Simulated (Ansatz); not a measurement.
Cost and result up the ladder for Hg₂F₃ (5 atoms). The state is a doublet with charge 0. Geometry: PBE0-D4/def2-SVP.

```tsv
atom	x (Å)	y (Å)	z (Å)
Hg1	-0.025	0.158	-0.152
Hg2	0.416	-1.916	1.881
F3	1.899	0.396	-0.206
F4	-1.906	-0.259	0.081
F5	-0.384	1.622	-1.604
```

Ansatz on 4 threads of Intel Xeon 6975P-C on a shared host. Times are rough, and most runs start from the orbitals of an earlier one. PBE0-D4/def2-TZVP serves as the yardstick here, not as an exact answer. Differences are given only for rows in sets of like size (and for xTB, whose basis is part of the method), since another set adds its own error. Binding counts from free atoms at the same level (Hg singlet, F doublet; other spins of the atoms weren't run), without zero-point energy or a counterpoise term.

In the def2 sets Hg takes a core potential; there is no spin–orbit coupling. B3LYP takes the VWN-RPA correlation. Correlated methods freeze 3 core orbitals; core or outer-core shells of Hg are correlated, in sets that lack core-valence functions. The rows differ in basis, and correlated rows in double-zeta sets carry the largest basis error. In CCSD on the charge 0 doublet the largest single amplitude is 0.21, so its Hartree–Fock determinant may place the open shell otherwise than the density functionals do. Another isomer (doublet) lies 1.32 eV lower at PBE0-D4/def2-TZVP; other spin states weren't run for this one.

Correlated methods converge slowly with the basis, most of all in double-zeta sets.

```tsv
level	functions	wall time	binding energy per atom (eV)	difference from PBE0-D4/def2-TZVP (eV)
LDA (SPW92)/def2-TZVP	179	0.85 s	1.89	0.70
PBE-D4/def2-SVP	106	0.9 s	1.41	–
PBE0-D4/def2-SVP	106	1.6 s	1.15	–
PBE-D4/def2-TZVP (with forces)	179	1.6 s	1.44	0.25
PBE0-D4/def2-TZVP	179	2.5 s	1.19	0.00
B3LYP-D4/def2-TZVP	179	2.6 s	1.20	0.01
MP2/def2-TZVP	179	2.8 s	1.04	-0.15
r2SCAN-D4/def2-TZVP	179	2.9 s	1.34	0.15
B97M-V/def2-TZVP	179	4.7 s	1.32	0.13
CCSD(T)/def2-SVP	106	47 s	0.86	–
```
